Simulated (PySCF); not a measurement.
1,2-difluorocyclobutene (C4H4F2), SMILES FC1=C(F)CC1.

Geometry optimised at B3LYP-D3(BJ)/def2-SVP.

The numbers are results of PySCF with M06-2X/def2-TZVP, not measurements.

Gas-phase values at a fixed geometry.

```yaml
total_energy: -354.45765 hartree
point_group: C2v
highest_occupied_level: -8.31 eV
lowest_empty_level: 1.86 eV
orbital_gap: 10.17 eV
dipole_moment: 2.37 D
quadrupole, principal values (traceless, Buckingham form, about the centre of nuclear charge): -2.50, 0.56, 1.94 D·Å
mean_static_polarisability: 44.9 bohr³ (6.65 Å³)
polarisability_principal_values: 35.2, 46.8, 52.6 bohr³
```
